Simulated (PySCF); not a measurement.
**Electric field gradients and quadrupole coupling constants**

Compound: C5H8F3NSi.
Geometry (GFN2-xTB, Å), atoms numbered from 1 in this order:
```xyz
18
C5H8F3NSi angstrom
C      3.7256    0.5948    0.9924
C      3.0900    0.0462    0.1397
C      2.2524   -0.5552   -0.8840
N      0.8697   -0.1243   -0.7980
Si    -0.2742   -0.9077    0.1988
C     -1.8758    0.1410   -0.0898
F     -1.7846    1.3382    0.5773
F     -2.0142    0.5096   -1.4040
C     -3.1408   -0.5831    0.3353
F     -2.8341   -1.5638    1.2427
H      4.3092    1.0572    1.7316
H      2.6537   -0.2946   -1.8713
H      2.2759   -1.6422   -0.7726
H      0.7706    0.8634   -0.9898
H     -0.0768   -0.9130    1.6498
H     -0.5071   -2.2436   -0.3474
H     -3.5896   -1.0733   -0.5326
H     -3.8589    0.0920    0.8102
```

Field gradients from the PBE0/pcSseg-1 density (PySCF, non-relativistic), principal values in atomic units, ordered |Vxx| ≤ |Vyy| ≤ |Vzz|:

| atom | Vxx | Vyy | Vzz |
| --- | --- | --- | --- |
| N4 | 0.3279 | 0.7609 | -1.0888 |

Find the asymmetry η = (Vxx − Vyy)/Vzz and the couplings χ = eQV/h (234.96 MHz × Q in barn × V in au), with Q(14N) = 0.02044 b.

| atom | environment | nucleus | η | χzz (MHz) | χxx (MHz) | χyy (MHz) |
| --- | --- | --- | --- | --- | --- | --- |
| N4 | silicon-bound nitrogen | 14N | 0.40 | -5.23 | 1.57 | 3.65 |

The tensor is traceless: Vxx + Vyy + Vzz = 0.

What is Vzz at N4 in SI units (1 au = 9.71736 × 10²¹ V/m²)?

-1.0888 au = -10.580 × 10²¹ V/m².

And the gradient at the other heavy atoms, for which no coupling is worked out here?

```json
{"atom": "C1", "environment": "terminal alkyne carbon", "Vzz (au)": "-0.279", "η": "0.15"}
{"atom": "C2", "environment": "alkyne carbon", "Vzz (au)": "-0.304", "η": "0.05"}
{"atom": "C3", "environment": "sp3 carbon bound to nitrogen", "Vzz (au)": "0.217", "η": "0.74"}
{"atom": "Si5", "environment": "SiH2 silicon", "Vzz (au)": "0.349", "η": "0.85"}
{"atom": "C6", "environment": "CF2 carbon", "Vzz (au)": "-0.602", "η": "0.73"}
{"atom": "F7", "environment": "fluorine of a CF2 group", "Vzz (au)": "2.920", "η": "0.09"}
{"atom": "F8", "environment": "fluorine of a CF2 group", "Vzz (au)": "2.941", "η": "0.08"}
{"atom": "C9", "environment": "sp3 C–F carbon", "Vzz (au)": "0.533", "η": "0.25"}
{"atom": "F10", "environment": "alkyl fluorine", "Vzz (au)": "3.076", "η": "0.10"}
```

What couplings would deuterons (Q(2H) = 0.00286 b) have in place of the hydrogens, at this geometry?

| atom | bonded to | bond length (Å) | Vzz (au) | η | χzz (kHz) |
| --- | --- | --- | --- | --- | --- |
| H11 | C1 | 1.049 | 0.3963 | 0.00 | 266 |
| H12 | C3 | 1.097 | 0.2885 | 0.03 | 194 |
| H13 | C3 | 1.093 | 0.2946 | 0.06 | 198 |
| H14 | N4 | 1.011 | 0.4094 | 0.20 | 275 |
| H15 | Si5 | 1.464 | 0.1574 | 0.02 | 106 |
| H16 | Si5 | 1.462 | 0.1603 | 0.05 | 108 |
| H17 | C9 | 1.093 | 0.2864 | 0.06 | 192 |
| H18 | C9 | 1.094 | 0.2868 | 0.08 | 193 |

The structure is a single GFN2-xTB conformer in the gas phase; no vibrational or solvent corrections. GFN2-xTB bond lengths can be off by several hundredths of an ångström, more for odd bonds, and the gradients follow them. The small basis limits the accuracy of the gradients.

The run behind these numbers computed NMR shieldings as well. On one thread of an Arm Neoverse N1, shared host with 64 logical CPUs at a one-minute load of 60, this took 95 s wall (grids of density and orbitals included) and 0.97 GiB of memory at its peak.
